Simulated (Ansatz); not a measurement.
CH7NOSi (`N[SiH2]CO`), 11 atoms. Charge 0, multiplicity 1. All runs use 2 threads of an Arm Neoverse V1 on a shared host. Correlated methods freeze the cores.

Problem. Give the basis size and wall time and peak host memory of each of these runs in Ansatz. RKS ωB97M-V/def2-SVP energy; RKS PBE0-D4/def2-QZVPP energy; RKS PBE0-D4/def2-TZVP relaxation (8 steps); RHF-MP2/def2-QZVPP energy; direct RPA on PBE orbitals/def2-TZVPP energy; RHF-CCSD(T)/def2-SVP energy; RKS PBE0-D4/def2-TZVP frequencies; RHF-CCSD(T)/def2-TZVPP energy; RKS PBE0-D4/def2-SVP energy; RKS BLYP-D4/def2-TZVPP energy; RKS ωB97M-V/def2-QZVPP energy; RKS CAM-B3LYP-D4/def2-TZVPP energy. (Estimate.)

Solution. Computed: Other jobs shared the machine, so times are rough.

```tsv
level	job	functions	wall time	peak host memory (GiB)
RKS PBE0-D4/def2-SVP	energy	95	1.4 s	0.41
RKS BLYP-D4/def2-TZVPP	energy	233	3 s	0.27
RKS CAM-B3LYP-D4/def2-TZVPP	energy	233	4.8 s	0.54
RHF-CCSD(T)/def2-SVP	energy	95	5.5 s	0.41
RKS ωB97M-V/def2-SVP	energy	95	6 s	0.41
direct RPA on PBE orbitals/def2-TZVPP	energy	233	7.5 s	0.5
RKS PBE0-D4/def2-QZVPP	energy	451	13 s	1.3
RKS ωB97M-V/def2-QZVPP	energy	451	29 s	1.6
RHF-MP2/def2-QZVPP	energy	451	33 s	2.5
RKS PBE0-D4/def2-TZVP	relaxation (8 steps)	172	36 s	0.37
RKS PBE0-D4/def2-TZVP	frequencies	172	3.1 min	0.41
RHF-CCSD(T)/def2-TZVPP	energy	233	7.9 min	1.8
```
